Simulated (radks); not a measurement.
Species: Yb II. Configuration: [Xe] 4f14 6s1 (the NIST ground configuration). All-electron calculation, non-relativistic Kohn-Sham, PBE, spin-polarised, spherical densities, point nucleus; open shells are filled with parallel spins first (spin-orbit coupling, left out, can overturn this in heavy ions); relativity is left out, which matters for an element this heavy. Program: a radial shooting solver on a logarithmic mesh with Libxc functionals. Some entries of the table are withheld. Estimate them.

orbital,occ.,eigenvalue (eV),<r> (bohr),r(max) (bohr)
1s up,1,-56762.01,0.02165,0.01436
1s down,1,-56762.01,0.02165,0.01436
2s up,1,-9209.096,0.09173,0.07840
2s down,1,-9209.091,0.09173,0.07840
2p up,3,-8803.014,0.07766,0.06093
2p down,3,-8803.010,0.07766,0.06093
3s down,1,-2061.704,0.2343,0.2164
3s up,1,-2061.704,0.2343,0.2164
3p down,3,-1876.334,0.2242,0.2043
3p up,3,-1876.334,0.2242,0.2043
3d up,5,-1530.969,0.1974,0.1618
3d down,5,-1530.968,0.1974,0.1618
4s up,1,-396.8675,0.5270,0.4902
4s down,1,-396.8660,0.5270,0.4902
4p up,3,-321.5020,0.5371,0.4928
4p down,3,-321.4997,0.5371,0.4928
4d up,5,-185.4245,0.5627,0.4933
4d down,5,-185.4196,0.5627,0.4933
5s up,1,-52.1171,1.322,1.168
5s down,1,-52.0388,1.321,1.168
5p up,3,-32.5590,1.506,1.283
5p down,3,-32.4311,1.501,1.282
4f up,7,-13.9397,0.7462,0.4757
4f down,7,-13.9141,0.7439,0.4756
6s up,1,(1),3.807,(2)
6s down,0,(3),3.692,(4)

Answer. 
(1) 6s up eigenvalue (eV): -8.8637
(2) 6s up r(max) (bohr): 3.353
(3) 6s down eigenvalue (eV): -7.8762
(4) 6s down r(max) (bohr): 3.271
